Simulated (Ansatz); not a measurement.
Relaxed structures of CH₃AlTe, singlet (PBE0-D4/def2-TZVP; forces vanish, vibrations not checked; lower isomers may exist, and structures with a doubtful reference or unclear bonds are left out; Å). Computed with Ansatz 0.2.0 (basis: def2-TZVPP); correlated methods freeze the cores. Filled d shells of the heavier atoms are correlated. Core potentials replace the inner electrons of the atoms past krypton. The def2 sets are not built for correlating such inner shells, so the correlated values are less sure here.

Rank them by CCSD(T) energy, lowest first, and give each one's height above the lowest. Links in brackets join atoms within 1.22 times the sum of their covalent radii (1.1 for two metals). (Judge from chemistry; the value comes from the calculation.)
A.
CH₃AlTe ([CH2]1[AlH][Te]1)
```
6
angstrom
C 0.1057 -0.7535 -0.2751
Al 0.0759 0.9190 0.6689
Te -1.1518 0.7457 -1.4314
H -0.5159 -1.5983 0.0095
H 0.9466 -1.0648 -0.8893
H 0.5395 1.7519 1.9174
```
B.
CH₃AlTe ([CH]1[AlH2][Te]1)
```
6
angstrom
C -0.1559 -0.5276 -0.0779
Al -0.0015 0.9209 1.2197
Te -1.1928 0.6475 -1.2856
H 0.0520 -1.5504 -0.3781
H -1.0671 0.9723 2.3901
H 1.3060 1.8128 1.1697
```
C.
CH₃AlTe ([CH3][Te][Al])
```
6
angstrom
C 0.1834 -1.0112 -0.4081
Al 0.0245 1.7676 0.9420
Te -0.9954 0.6417 -1.1689
H -0.4884 -1.8383 -0.1947
H 0.9123 -1.2864 -1.1657
H 0.7160 -0.7426 0.5129
```

Computed: C (0.0 kJ/mol), A (35.7 kJ/mol), B (149.3 kJ/mol). Heights count from the lowest.

T1 diagnostic: at most 0.022. The restricted Hartree–Fock reference is unstable towards an unrestricted one at one or more of these structures.

For scale, one of the runs: CCSD(T)/def2-TZVPP, 165 basis functions, launched by `ansatz run in.yaml --threads 2 --pin off --events-out ev --progress --plain --max-ram 4352MiB`. Time: 45 s of wall clock on 2 CPU threads of an Arm Neoverse V2; the host was shared. Peak host memory: 1.4 GiB.
